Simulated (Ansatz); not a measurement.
Reaction (ligand exchange at the Si–C bond): `OC[SiH2]Cl` + `C[SiH2]O` → `C[SiH2]O[SiH2]Cl` + CH₃OH

Calculated with Ansatz (gas phase, PBE0-D4/def2-TZVP geometries, no zero-point term in ΔE). CBS: MP2 limit from def2 TZ/QZ plus the TZ coupled-cluster correction, frozen cores. This one scheme is used for every species. DFT in def2-TZVPP. B3LYP here is the variant with VWN-RPA as its local correlation; programs differ in this. HSE06 is defined as in plane-wave codes. Each species was taken in one conformer, which may not be the lowest.

`OC[SiH2]Cl`:

Z-matrix (Å, degrees):
```
C
Si 1 1.882
O 1 1.416 2 112.1
H 1 1.100 2 110.1 3 -125.4
H 1 1.095 2 109.0 3 118.1
Cl 2 2.067 1 106.0 3 53.7
H 2 1.484 1 112.1 3 171.6
H 2 1.481 1 112.1 3 -63.0
H 3 0.962 1 108.3 2 -54.5
```

`C[SiH2]O`:

```xyz
9

C     0.690    0.484    0.816
Si   -0.129   -0.138   -0.738
O    -1.213   -1.348   -0.443
H     1.431    1.251    0.572
H     1.199   -0.327    1.341
H    -0.037    0.931    1.500
H     0.874   -0.737   -1.652
H    -0.799    1.006   -1.422
H    -2.017   -1.122    0.026
```

`C[SiH2]O[SiH2]Cl`:

```xyz
12

C     0.433   -0.540    1.795
Si   -0.912    0.190    0.744
O    -0.657   -0.163   -0.848
Si    0.193    0.220   -2.168
Cl    2.181    0.455   -1.693
H     1.406   -0.124    1.524
H     0.248   -0.322    2.850
H     0.477   -1.625    1.674
H    -0.959    1.669    0.904
H    -2.237   -0.379    1.095
H     0.093   -0.887   -3.140
H    -0.265    1.506   -2.737
```

CH₃OH:

Cartesian coordinates in Å:
```
C -0.066 -0.313 -0.156
O 0.475 0.572 0.797
H 0.264 -1.316 0.116
H 0.291 -0.102 -1.172
H -1.163 -0.305 -0.161
H 0.199 1.464 0.576
```

```tsv
level	ΔE (kcal/mol)	difference from CCSD(T)/CBS
LDA (SPW92)	-27.2	5.3
PBE-D4	-28.1	4.4
revPBE-D4	-28.1	4.4
BLYP-D4	-31.4	1.1
B97M-V	-32.5	0.0
PBE0-D4	-30.2	2.3
B3LYP-D4	-32.9	-0.4
r2SCANh-D4	-31.9	0.6
r2SCAN0-D4	-32.5	0.0
HSE06-D4	-30.1	2.4
BHLYP-D4	-35.5	-3.0
CAM-B3LYP-D4	-33.5	-1.0
ωB97X-V	-31.8	0.7
ωB97M-V	-31.5	1.0
B2PLYP	-32.8	-0.3
PBE-QIDH	-31.9	0.6
PBE	-27.6	4.9
revPBE	-27.6	4.9
BLYP	-30.5	2.0
r2SCAN	-31.2	1.3
B3LYP	-32.0	0.5
r2SCANh	-31.6	0.9
r2SCAN0	-32.1	0.4
HSE06	-29.5	3.0
BHLYP	-34.5	-2.0
CAM-B3LYP	-32.8	-0.3
RPA@PBE/def2-TZVPP	-32.5	0.0
HF/def2-SVP	-36.0	-3.5
MP2/def2-SVP	-32.4	0.1
CCSD/def2-SVP	-32.4	0.1
HF/def2-TZVPP	-37.7	-5.2
MP2/def2-TZVPP	-33.1	-0.6
SCS-MP2/def2-TZVPP	-33.9	-1.4
CCSD/def2-TZVPP	-33.3	-0.8
HF/def2-QZVPP	-38.2	-5.7
MP2/def2-QZVPP	-33.3	-0.8
SCS-MP2/def2-QZVPP	-34.1	-1.6
HF/CBS(def2)	-38.3	-5.8
MP2/CBS(def2)	-33.1	-0.6
CCSD/CBS(def2)	-33.3	-0.8
CCSD(T)/CBS	-32.5	0
```

Largest T1 diagnostic among the species: 0.010.

Leaving LDA and LC-ωPBE aside and taking each functional with its dispersion term where it has one, the values spread over 7.4 kcal/mol, from BHLYP-D4 to revPBE-D4. From r2SCAN to r2SCAN0 (25 % exact exchange), in def2-TZVPP and without D4, ΔE moves by −0.9 kcal/mol. In def2-TZVPP, CCSD(T) changes the Hartree–Fock value by +5.2 kcal/mol (the triples alone add +0.7 kcal/mol) and MP2 by +4.6 kcal/mol.
